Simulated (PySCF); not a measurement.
C3H12AlNSi, singlet, at a GFN2-xTB geometry (such geometries of metal compounds can be far from the true shape), with bond 17-6 at 2.4 times its length; CASSCF(4,5)/STO-3G (PySCF).

Input for PySCF:
```python
from pyscf import gto, scf, mcscf
import numpy

mol = gto.Mole()
mol.atom = '''
    Si    1.98884284    0.37583806    0.15285473
    N     2.02775434   -1.31681231   -0.17295189
    C     0.43236380    1.01971102   -0.72479985
    Al   -1.24819758    0.17159021   -0.07360932
    C    -1.75986853   -1.66192760   -0.68445470
    C    -2.39421801    1.13330079    1.24608496
    H     1.93111710    0.72879993    1.58800515
    H     3.24791176    0.89592642   -0.39661766
    H     1.15297911   -1.81775256   -0.16432990
    H     2.75466713   -1.87831406    0.23815259
    H     0.57003196    0.86121703   -1.80070476
    H     0.39266462    2.10567496   -0.57763150
    H    -2.80942113   -1.70130178   -0.99778955
    H    -1.65553747   -2.42494072    0.09536626
    H    -1.16450825   -2.00287826   -1.53913716
    H    -2.92223665    1.98318499    0.79923628
    H    -4.23789129   -0.42392080    2.29044714
    H    -1.81642809    1.54470077    2.08085016
'''
mol.basis = 'sto-3g'
mol.verbose = 4
mol.build()

mf = scf.RHF(mol)
mf.kernel()
mc = mcscf.CASSCF(mf, 5, 4)
mc.kernel()
occ = numpy.linalg.eigvalsh(mc.fcisolver.make_rdm1(mc.ci, mc.ncas, mc.nelecas))[::-1]
ss = mc.fcisolver.spin_square(mc.ci, mc.ncas, mc.nelecas)[0]
print('natural occupations', occ.round(4), ' <S^2>', round(ss, 4))
```

What the program printed (banner, timings and long lists left out):

```
PySCF version 2.14.0

[INPUT] verbose = 4
[INPUT] num. atoms = 18
[INPUT] num. electrons = 64
[INPUT] charge = 0
[INPUT] spin (= nelec alpha-beta = 2S) = 0
[INPUT] symmetry False subgroup None
[INPUT] Mole.unit = angstrom
[INPUT] Symbol           X                Y                Z      unit          X                Y                Z       unit  Magmom
[INPUT]  1 Si     1.988842840000   0.375838060000   0.152854730000 AA    3.758368272402   0.710231000588   0.288853576544 Bohr   0.0
[INPUT]  2 N      2.027754340000  -1.316812310000  -0.172951890000 AA    3.831900350498  -2.488414623356  -0.326831704826 Bohr   0.0
[INPUT]  3 C      0.432363800000   1.019711020000  -0.724799850000 AA    0.817049168176   1.926974554001  -1.369673211626 Bohr   0.0
[INPUT]  4 Al    -1.248197580000   0.171590210000  -0.073609320000 AA   -2.358751575545   0.324258502557  -0.139101455015 Bohr   0.0
[INPUT]  5 C     -1.759868530000  -1.661927600000  -0.684454700000 AA   -3.325669536941  -3.140588002856  -1.293431927671 Bohr   0.0
[INPUT]  6 C     -2.394218010000   1.133300790000   1.246084960000 AA   -4.524416321401   2.141628109853   2.354759302340 Bohr   0.0
[INPUT]  7 H      1.931117100000   0.728799930000   1.588005150000 AA    3.649282433464   1.377232267302   3.000894817899 Bohr   0.0
[INPUT]  8 H      3.247911760000   0.895926420000  -0.396617660000 AA    6.137663703154   1.693055561562  -0.749498753566 Bohr   0.0
[INPUT]  9 H      1.152979110000  -1.817752560000  -0.164329900000 AA    2.178814745245  -3.435054500627  -0.310538505077 Bohr   0.0
[INPUT] 10 H      2.754667130000  -1.878314060000   0.238152590000 AA    5.205566440042  -3.549499149320   0.450043170956 Bohr   0.0
[INPUT] 11 H      0.570031960000   0.861217030000  -1.800704760000 AA    1.077204286649   1.627464320511  -3.402838827601 Bohr   0.0
[INPUT] 12 H      0.392664620000   2.105674960000  -0.577631500000 AA    0.742028590606   3.979148981754  -1.091565335922 Bohr   0.0
[INPUT] 13 H     -2.809421130000  -1.701301780000  -0.997789550000 AA   -5.309036504266  -3.214994419435  -1.885548979453 Bohr   0.0
[INPUT] 14 H     -1.655537470000  -2.424940720000   0.095366260000 AA   -3.128512407255  -4.582473829106   0.180216112924 Bohr   0.0
[INPUT] 15 H     -1.164508250000  -2.002878260000  -1.539137160000 AA   -2.200601662297  -3.784891372245  -2.908547700541 Bohr   0.0
[INPUT] 16 H     -2.922236650000   1.983184990000   0.799236280000 AA   -5.522226939666   3.747676485448   1.510337678016 Bohr   0.0
[INPUT] 17 H     -4.237891290000  -0.423920800000   2.290447140000 AA   -8.008453883780  -0.801094210507   4.328317797393 Bohr   0.0
[INPUT] 18 H     -1.816428090000   1.544700770000   2.080850160000 AA   -3.432551615067   2.919061399705   3.932236908657 Bohr   0.0

nuclear repulsion = 341.327399114685
number of shells = 34
number of NR pGTOs = 150
number of NR cGTOs = 50
basis = sto-3g
ecp = {}

******** <class 'pyscf.scf.hf.RHF'> ********
method = RHF
initial guess = minao
damping factor = 0
level_shift factor = 0
DIIS = <class 'pyscf.scf.diis.CDIIS'>
diis_start_cycle = 1
diis_space = 8
diis_damp = 0
SCF conv_tol = 1e-09
SCF conv_tol_grad = None
SCF max_cycles = 50
direct_scf = True
direct_scf_tol = 1e-13
Set gradient conv threshold to 3.16228e-05
Initial guess from minao.
init E= -697.071440359463
  HOMO = -0.189944732968584  LUMO = -0.0956356833284938  gap/eV = 2.56628
cycle= 1 E= -697.207348930095  delta_E= -0.136  |g|= 0.403  |ddm|= 4.74
  HOMO = -0.147441041113333  LUMO = 0.130543776352808  gap/eV = 7.56435
cycle= 2 E= -697.270525045823  delta_E= -0.0632  |g|= 0.124  |ddm|= 0.768
  HOMO = -0.162006139609766  LUMO = 0.130978777898968  gap/eV = 7.97253
cycle= 3 E= -697.27551879241  delta_E= -0.00499  |g|= 0.0728  |ddm|= 0.293
  HOMO = -0.164741210140798  LUMO = 0.12250337694556  gap/eV = 7.81632
cycle= 4 E= -697.27772945169  delta_E= -0.00221  |g|= 0.0307  |ddm|= 0.161
  HOMO = -0.16716405411877  LUMO = 0.12381921896804  gap/eV = 7.91806
cycle= 5 E= -697.278232644498  delta_E= -0.000503  |g|= 0.00482  |ddm|= 0.0641
  HOMO = -0.16662687526998  LUMO = 0.12456702064545  gap/eV = 7.92379
cycle= 6 E= -697.278261988511  delta_E= -2.93e-05  |g|= 0.00202  |ddm|= 0.0148
  HOMO = -0.166807191685279  LUMO = 0.124571165937099  gap/eV = 7.92881
cycle= 7 E= -697.278269105806  delta_E= -7.12e-06  |g|= 0.000752  |ddm|= 0.00831
  HOMO = -0.16701809550607  LUMO = 0.12445386954019  gap/eV = 7.93136
cycle= 8 E= -697.27827014261  delta_E= -1.04e-06  |g|= 0.000138  |ddm|= 0.0039
  HOMO = -0.167008983962983  LUMO = 0.124471976737806  gap/eV = 7.93160
cycle= 9 E= -697.278270164078  delta_E= -2.15e-08  |g|= 2.85e-05  |ddm|= 0.000529
  HOMO = -0.167008580648941  LUMO = 0.124472717058155  gap/eV = 7.93161
cycle= 10 E= -697.278270164702  delta_E= -6.24e-10  |g|= 8.36e-06  |ddm|= 8.76e-05
  HOMO = -0.167007537913035  LUMO = 0.124473250784238  gap/eV = 7.93160
Extra cycle  E= -697.278270164739  delta_E= -3.71e-11  |g|= 4.76e-06  |ddm|= 2.21e-05
converged SCF energy = -697.278270164739

******** <class 'pyscf.mcscf.mc1step.CASSCF'> ********
CAS (2e+2e, 5o), ncore = 30, nvir = 15
max_cycle_macro = 50
max_cycle_micro = 4
conv_tol = 1e-07
conv_tol_grad = None
orbital rotation max_stepsize = 0.02
orbital rotation threshold for CI restart = 0.01
augmented hessian ah_max_cycle = 30
augmented hessian ah_conv_tol = 1e-12
augmented hessian ah_linear dependence = 1e-14
augmented hessian ah_level shift = 1e-08
augmented hessian ah_start_tol = 2.5
augmented hessian ah_start_cycle = 3
augmented hessian ah_grad_trust_region = 3
kf_trust_region = 3
kf_interval = 4
ci_response_space = 4
ci_grad_trust_region = 3
with_dep4 0
natorb = False
canonicalization = True
sorting_mo_energy = False
ao2mo_level = 2
internal_rotation = False
******** <class 'pyscf.fci.direct_spin1.FCISolver'> ********
max. cycles = 50
conv_tol = 1e-08
davidson only = False
linear dependence = 1e-12
level shift = 0.001
max iter space = 12
nroots = 1
pspace_size = 400
spin = None
CASCI E = -697.446509132982  S^2 = 0.0000000
Set conv_tol_grad to 0.000316228
macro iter   1 ( 21 JK    4 micro), CASSCF E = -697.457486489012  dE = -1.09773560e-02  S^2 = 0.0000000
               |grad[o]|=0.0875  |grad[c]|=0.0242  |ddm|=0.0124  |maxRot[o]|=0.215
macro iter   2 ( 21 JK    4 micro), CASSCF E = -697.459007612824  dE = -1.52112381e-03  S^2 = 0.0000000
               |grad[o]|=0.00811  |grad[c]|=0.0173  |ddm|=0.0305  |maxRot[o]|=0.304
macro iter   3 ( 21 JK    4 micro), CASSCF E = -697.462971690862  dE = -3.96407804e-03  S^2 = 0.0000000
               |grad[o]|=0.0073  |grad[c]|=0.0156  |ddm|=0.00919  |maxRot[o]|=0.204
macro iter   4 ( 21 JK    4 micro), CASSCF E = -697.467090091274  dE = -4.11840041e-03  S^2 = 0.0000000
               |grad[o]|=0.0099  |grad[c]|=0.0169  |ddm|=0.00495  |maxRot[o]|=0.161
macro iter   5 ( 21 JK    4 micro), CASSCF E = -697.468160877659  dE = -1.07078639e-03  S^2 = 0.0000000
               |grad[o]|=0.0106  |grad[c]|=0.00789  |ddm|=0.0125  |maxRot[o]|= 0.18
macro iter   6 ( 21 JK    4 micro), CASSCF E = -697.469113711852  dE = -9.52834193e-04  S^2 = 0.0000000
               |grad[o]|=0.0098  |grad[c]|=0.0106  |ddm|=0.0102  |maxRot[o]|=0.163
macro iter   7 ( 21 JK    4 micro), CASSCF E = -697.469566797146  dE = -4.53085294e-04  S^2 = 0.0000000
               |grad[o]|=0.00937  |grad[c]|=0.00979  |ddm|=0.00762  |maxRot[o]|=0.163
macro iter   8 ( 21 JK    4 micro), CASSCF E = -697.469746467355  dE = -1.79670209e-04  S^2 = 0.0000000
               |grad[o]|=0.00914  |grad[c]|=0.00956  |ddm|=0.00647  |maxRot[o]|=0.175
macro iter   9 ( 21 JK    4 micro), CASSCF E = -697.469776912292  dE = -3.04449364e-05  S^2 = 0.0000000
               |grad[o]|=0.00919  |grad[c]|=0.00971  |ddm|=0.00583  |maxRot[o]|= 0.15
macro iter  10 ( 21 JK    4 micro), CASSCF E = -697.469784911531  dE = -7.99923919e-06  S^2 = 0.0000000
               |grad[o]|=0.00933  |grad[c]|=0.0098  |ddm|=0.00577  |maxRot[o]|=0.0739
macro iter  11 ( 21 JK    4 micro), CASSCF E = -697.469778391973  dE =  6.51955736e-06  S^2 = 0.0000000
               |grad[o]|=0.00938  |grad[c]|=0.00986  |ddm|=0.00579  |maxRot[o]|=0.0415
macro iter  12 ( 21 JK    4 micro), CASSCF E = -697.470918060654  dE = -1.13966868e-03  S^2 = 0.0000000
               |grad[o]|=0.00941  |grad[c]|=0.00267  |ddm|=0.00558  |maxRot[o]|=0.048
macro iter  13 ( 21 JK    4 micro), CASSCF E = -697.472458992107  dE = -1.54093145e-03  S^2 = 0.0000000
               |grad[o]|=0.00805  |grad[c]|=0.00352  |ddm|=0.0032  |maxRot[o]|=0.0874
macro iter  14 ( 18 JK    4 micro), CASSCF E = -697.472647071769  dE = -1.88079661e-04  S^2 = 0.0000000
               |grad[o]|=0.00497  |grad[c]|=0.00254  |ddm|=0.00276  |maxRot[o]|=0.0238
macro iter  15 ( 18 JK    4 micro), CASSCF E = -697.472840910511  dE = -1.93838743e-04  S^2 = 0.0000000
               |grad[o]|=0.00438  |grad[c]|=0.00242  |ddm|=0.00172  |maxRot[o]|=0.0172
macro iter  16 ( 14 JK    4 micro), CASSCF E = -697.473072682095  dE = -2.31771583e-04  S^2 = 0.0000000
               |grad[o]|=0.00364  |grad[c]|=0.00195  |ddm|=0.00124  |maxRot[o]|=0.0275
macro iter  17 (  7 JK    2 micro), CASSCF E = -697.473237527691  dE = -1.64845597e-04  S^2 = 0.0000000
               |grad[o]|=0.00244  |grad[c]|=0.000707  |ddm|=0.000461  |maxRot[o]|=0.0359
macro iter  18 (  7 JK    2 micro), CASSCF E = -697.473256871124  dE = -1.93434322e-05  S^2 = 0.0000000
               |grad[o]|=0.000794  |grad[c]|=0.000139  |ddm|=7.74e-05  |maxRot[o]|=0.0159
macro iter  19 (  4 JK    1 micro), CASSCF E = -697.473256957463  dE = -8.63398100e-08  S^2 = 0.0000000
               |grad[o]|=5.64e-05  |grad[c]|=1.64e-05  |ddm|=2.82e-05  |maxRot[o]|=0.00105
1-step CASSCF converged in  19 macro (341 JK  69 micro) steps
CASSCF canonicalization
Density matrix diagonal elements [1.97322599 1.30505781 0.69067101 0.00318045 0.02786474]
CASSCF energy = -697.473256957463
CASCI E = -697.473256957463  E(CI) = -3.72957886101597  S^2 = 0.0000000
natural occupations [1.9744e+00 1.3075e+00 6.9220e-01 2.4300e-02 1.5000e-03]  <S^2> 0.0
```
